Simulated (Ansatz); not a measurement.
Input file for Ansatz (a first-principles code): R-wB97M-V/def2-TZVPPD on CH2F2N2 (a complex). Files ending in .json are basis or fitting sets from the Basis Set Exchange.

Ansatz 0.2 input:
```yaml
crystal:
  periodic: [false, false, false]
  atoms:
    - {symbol: N, position_ang: [0.35842510, 0.06215926, -0.26468266]}
    - {symbol: N, position_ang: [-0.49305022, -0.03038760, 0.41040955]}
    - {symbol: F, position_ang: [0.45482905, -1.32388015, 3.22630784]}
    - {symbol: C, position_ang: [-0.28617030, -0.29035298, 3.71541005]}
    - {symbol: F, position_ang: [0.34820386, 0.87625533, 3.41045677]}
    - {symbol: H, position_ang: [-0.34194926, -0.38395985, 4.80114711]}
    - {symbol: H, position_ang: [-1.26047995, -0.29658130, 3.22579492]}
basis:
  gaussian:
    orbitals: def2-TZVPPD.json
hamiltonian:
  xc: {name: wB97M-V}
scf: {lower_state_search: off}
```

It printed:

```
WARN ansatz: RAYON_NUM_THREADS=1 ignored (pool sized by the plan → 1); use --threads N
Functional definition: wB97M-V
these checks for a lower state are left out or cut short: stability, starts, cluster_reference, orbital_swaps, neighbouring_geometries, increment
integrals: 0.16 GiB planned
1044 factors; their error is unknown
integrals: 0.20 GiB planned
281 factors; integrals over basis functions are off by at most 1.9e-5 eV
mean field: 1.39 GiB planned
mean field evaluation 1: about -9483.6206 eV, gradient 3.4e1 eV
mean field evaluation 2: about -9484.0897 eV, gradient 3.2e1 eV
mean field evaluation 4: about -9485.3271 eV, gradient 8.7e-1 eV
mean field evaluation 8: about -9485.3322 eV, gradient 2.5e-2 eV
mean field evaluation 16: about -9485.3345 eV, gradient 1.6e-5 eV
mean field -9485.33445397 eV, -348.5796117928 hartree, gradient 2.0e-6 eV, S^2 0.000000; 0 other end points of the search recorded, 0 dependent functions left out
reference -9485.33451647 eV, -348.5796140898 hartree; 20, 20 occupied and 205, 205 virtual orbitals, 1044 factors
Total energy: -9485.33451647 eV, -348.5796140898 hartree
Checks for a lower state left out: stability, starts, cluster_reference, orbital_swaps, neighbouring_geometries, increment
```

The calculation finished and met its thresholds.

Cost: very roughly 9 core-seconds.
